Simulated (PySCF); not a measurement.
Si(Cl)(OH)2(OMe) (CH₅ClO₃Si), SMILES CO[Si](O)(O)Cl.

Coordinates come from a B3LYP-D3(BJ)/def2-SVP optimisation. One conformer was computed; it need not be the lowest.

All values below come from TDA-B3LYP/def2-SVPD run with PySCF 2.14.0.

Vertical excitations. The molecule is in vacuum.

Computed UV-visible absorptions:
```json
[
 {"state": "S1", "energy (eV)": "7.11", "λ (nm)": "174", "f": "0.004", "main pairs": "HOMO→LUMO 98 %"},
 {"state": "S2", "energy (eV)": "7.45", "λ (nm)": "166", "f": "0.020", "main pairs": "HOMO−1→LUMO 96 %"},
 {"state": "S3", "energy (eV)": "7.64", "λ (nm)": "162", "f": "0.031", "main pairs": "HOMO−2→LUMO 95 %"},
 {"state": "S4", "energy (eV)": "7.90", "λ (nm)": "157", "f": "0.037", "main pairs": "HOMO−3→LUMO 96 %"},
 {"state": "S5", "energy (eV)": "8.12", "λ (nm)": "153", "f": "0.009", "main pairs": "HOMO→LUMO+1 91 %"},
 {"state": "S6", "energy (eV)": "8.29", "λ (nm)": "150", "f": "0.068", "main pairs": "HOMO−4→LUMO 79 %, HOMO−1→LUMO+1 13 %"},
 {"state": "S7", "energy (eV)": "8.34", "λ (nm)": "149", "f": "0.018", "main pairs": "HOMO→LUMO+2 84 %"},
 {"state": "S8", "energy (eV)": "8.47", "λ (nm)": "146", "f": "0.054", "main pairs": "HOMO−5→LUMO 66 %"},
 {"state": "S9", "energy (eV)": "8.50", "λ (nm)": "146", "f": "0.011", "main pairs": "HOMO−1→LUMO+1 72 %, HOMO−5→LUMO 13 %"},
 {"state": "S10", "energy (eV)": "8.67", "λ (nm)": "143", "f": "0.005", "main pairs": "HOMO−2→LUMO+1 82 %"},
 {"state": "T1", "energy (eV)": "6.96", "λ (nm)": "178", "f": "0", "main pairs": "HOMO→LUMO 94 %"},
 {"state": "T2", "energy (eV)": "7.23", "λ (nm)": "172", "f": "0", "main pairs": "HOMO−1→LUMO 88 %"},
 {"state": "T3", "energy (eV)": "7.43", "λ (nm)": "167", "f": "0", "main pairs": "HOMO−2→LUMO 78 %"},
 {"state": "T4", "energy (eV)": "7.68", "λ (nm)": "161", "f": "0", "main pairs": "HOMO−3→LUMO 71 %, HOMO−2→LUMO 11 %"}
]
```
Triplets are in the Tamm–Dancoff approximation.
